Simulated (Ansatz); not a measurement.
Process, species as SMILES: [Si]Cl (Si-Cl) → Cl atom + Si atom
B3LYP-D3(BJ)/def2-TZVP geometries, fixed; electronic energies without zero-point terms.
Largest species:
```xyz
2

Si     0.0000     0.0000    -1.1428
Cl     0.0000     0.0000     0.9411
```
Charge 0, spin multiplicity 2.

Basis-set convergence of the atomisation energy at PBE0 with Ansatz (a quantum-chemistry and plane-wave program). Cartesian d functions, on some or all atoms, in 6-31G**, 6-311G**, 6-311+G**; all else is spherical. The program fits the integrals of some runs and decomposes those of others, by size. Open shells are unrestricted. No added dispersion term, no relativity. Functions are those of the species that has most. Reference: the value in aug-cc-pV(5+d)Z, 102.89 kcal/mol, itself unsure by roughly 0.04 kcal/mol (its mean distance from pcseg-4, aug-pcseg-3, aug-cc-pV(Q+d)Z). Deviations are taken from unrounded values.

```json
[
 {"basis": "STO-3G", "functions": "18", "atomisation energy (kcal/mol)": "131.22", "minus reference (kcal/mol)": "28.33"},
 {"basis": "6-31G", "functions": "26", "atomisation energy (kcal/mol)": "78.79", "minus reference (kcal/mol)": "-24.11"},
 {"basis": "pcseg-0", "functions": "26", "atomisation energy (kcal/mol)": "79.59", "minus reference (kcal/mol)": "-23.30"},
 {"basis": "6-31G**", "functions": "38", "atomisation energy (kcal/mol)": "97.91", "minus reference (kcal/mol)": "-4.98"},
 {"basis": "def2-SVPD", "functions": "51", "atomisation energy (kcal/mol)": "100.60", "minus reference (kcal/mol)": "-2.29"},
 {"basis": "6-311G**", "functions": "54", "atomisation energy (kcal/mol)": "97.04", "minus reference (kcal/mol)": "-5.86"},
 {"basis": "aug-pcseg-1", "functions": "54", "atomisation energy (kcal/mol)": "99.60", "minus reference (kcal/mol)": "-3.29"},
 {"basis": "6-311+G**", "functions": "62", "atomisation energy (kcal/mol)": "97.51", "minus reference (kcal/mol)": "-5.39"},
 {"basis": "aug-cc-pV(D+d)Z", "functions": "64", "atomisation energy (kcal/mol)": "100.94", "minus reference (kcal/mol)": "-1.95"},
 {"basis": "pcseg-2", "functions": "68", "atomisation energy (kcal/mol)": "100.97", "minus reference (kcal/mol)": "-1.93"},
 {"basis": "6-311++G(2d,2p)", "functions": "70", "atomisation energy (kcal/mol)": "101.12", "minus reference (kcal/mol)": "-1.77"},
 {"basis": "def2-TZVPD", "functions": "89", "atomisation energy (kcal/mol)": "102.72", "minus reference (kcal/mol)": "-0.17"},
 {"basis": "jun-cc-pV(T+d)Z", "functions": "96", "atomisation energy (kcal/mol)": "102.67", "minus reference (kcal/mol)": "-0.22"},
 {"basis": "cc-pV(Q+d)Z", "functions": "128", "atomisation energy (kcal/mol)": "102.82", "minus reference (kcal/mol)": "-0.08"},
 {"basis": "def2-QZVPP", "functions": "140", "atomisation energy (kcal/mol)": "102.78", "minus reference (kcal/mol)": "-0.11"},
 {"basis": "aug-cc-pV(Q+d)Z", "functions": "178", "atomisation energy (kcal/mol)": "102.87", "minus reference (kcal/mol)": "-0.03"},
 {"basis": "aug-pcseg-3", "functions": "178", "atomisation energy (kcal/mol)": "102.82", "minus reference (kcal/mol)": "-0.07"},
 {"basis": "aug-cc-pV(5+d)Z", "functions": "272", "atomisation energy (kcal/mol)": "102.89", "minus reference (kcal/mol)": "0.00"}
]
```

The smallest set listed that lies within 4 kcal/mol of the reference with all its larger relatives (same family, alike in diffuse functions; a set with none counts only in the reference's own line) is def2-SVPD (51 functions, -2.29 kcal/mol off). Inside, with no larger relative to test it: def2-QZVPP. (Relatives not listed, tested too: 6-311++G(3df,3pd) -0.13, def2-TZVPPD -0.14, aug-pcseg-2 -0.41, aug-cc-pV(T+d)Z -0.19, pcseg-3 -0.13, def2-QZVPPD -0.10, cc-pV(5+d)Z -0.03, pcseg-4 -0.02 kcal/mol.)
